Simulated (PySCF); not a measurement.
CH7NSi3, SMILES [SiH3][Si@@H]1[SiH2]C=N1.

Geometry: PBE-D3(BJ)/def2-SVP. The structure was generated by enumeration; whether it is a known compound was not checked.

Two levels are set side by side: PBE/def2-TZVP (PySCF) and B3LYP/def2-TZVP (PySCF). Same geometry, gas phase. Differences are taken from unrounded values.

```csv
quantity,B3LYP
orbital gap (eV),5.09
highest occupied level (eV),-6.63
lowest empty level (eV),-1.55
dipole moment (D),1.64
mean polarisability (bohr³),105.4
```

Problem. What does PBE give, and how far is it from B3LYP? (Estimate from the structure and the level; the computed values follow.)

Solution. 
| quantity | PBE | PBE minus B3LYP |
|---|---|---|
| orbital gap (eV) | 3.14 | -1.94 |
| highest occupied level (eV) | -5.57 | 1.07 |
| lowest empty level (eV) | -2.42 | -0.88 |
| dipole moment (D) | 1.44 | -0.20 |
| mean polarisability (bohr³) | 109.1 | 3.8 |

PBE's occupied levels lie high since its potential decays too fast outside the molecule; exact exchange lowers them and widens the gap. PBE's more diffuse valence density responds more strongly to a field. Differences between two approximate levels are no errors against the true value.

Rough cost on one machine, each run with all the roots and properties that it gave: B3LYP against PBE within a factor of 2.
